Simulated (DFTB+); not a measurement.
DFTB+ input (SCC-DFTB): The folder sk holds the Slater-Koster set scc that CP2K ships.

```
Geometry = xyzFormat {
6

O      1.51950000    -0.19014600     0.06236800
C      0.32979900    -0.04127000     0.01353700
C     -1.00244100    -0.54943700    -0.04873700
C     -0.83702700     0.77962300    -0.02676500
H     -1.73981000    -1.33933800    -0.08892500
H     -1.35817500     1.72701100    -0.03823300
}
Driver = GeometryOptimization {
  Optimizer = Rational {}
  MaxSteps = 500
  OutputPrefix = "geo_end"
  Convergence { GradElem = 1e-5 }
}
Hamiltonian = DFTB {
  SCC = Yes
  SCCTolerance = 1e-8
  MaxSCCIterations = 300
  Charge = 0
  SlaterKosterFiles = Type2FileNames {
    Prefix = "sk/"
    Separator = ""
    Suffix = ".spl"
    LowerCaseTypeName = Yes
  }
  MaxAngularMomentum {
    C = "p"
    H = "s"
    O = "p"
  }
  Filling = Fermi { Temperature [K] = 0 }
}
ParserOptions { ParserVersion = 14 }
```

From the output:

```
    5   1   0       0.86017914
    6   1   0       0.86017958

Orbital populations (up)
 Atom Sh.   l   m       Population  Label
    1   1   0   0       1.74106409  s
    1   2   1  -1       1.80800868  p_y
    1   2   1   0       1.42931427  p_z
    1   2   1   1       1.38667363  p_x
    2   1   0   0       1.05746385  s
    2   2   1  -1       0.99601992  p_y
    2   2   1   0       0.80375326  p_z
    2   2   1   1       0.72901182  p_x
    3   1   0   0       1.26819821  s
    3   2   1  -1       0.99315600  p_y
    3   2   1   0       0.88354174  p_z
    3   2   1   1       1.01926936  p_x
    4   1   0   0       1.26821111  s
    4   2   1  -1       0.91403401  p_y
    4   2   1   0       0.88395821  p_z
    4   2   1   1       1.09796314  p_x
    5   1   0   0       0.86017914  s
    6   1   0   0       0.86017958  s

Fermi level:                        -0.1436998856 H           -3.9103 eV
Band energy:                        -9.0474511981 H         -246.1937 eV
TS:                                  0.0000000000 H            0.0000 eV
Band free energy (E-TS):            -9.0474511981 H         -246.1937 eV
Extrapolated E(0K):                 -9.0474511981 H         -246.1937 eV
Input / Output electrons (q):     20.0000000000     20.0000000000

Energy H0:                          -9.4282913624 H         -256.5569 eV
Energy SCC:                          0.0181671156 H            0.4944 eV
Total Electronic energy:            -9.4101242467 H         -256.0625 eV
Repulsive energy:                    0.3223864824 H            8.7726 eV
Total energy:                       -9.0877377644 H         -247.2899 eV
Extrapolated to 0:                  -9.0877377644 H         -247.2899 eV
Total Mermin free energy:           -9.0877377644 H         -247.2899 eV
Force related energy:               -9.0877377644 H         -247.2899 eV

Non-constrained calculation

SCC converged

Full geometry written in geo_end.{xyz|gen}

Dipole moment:   -1.07828134    0.13489626   -0.04426075 au
Dipole moment:   -2.74071802    0.34287212   -0.11249961 Debye

Geometry converged
```

The geometry given is a B3LYP-D3(BJ)/def2-TZVP minimum.
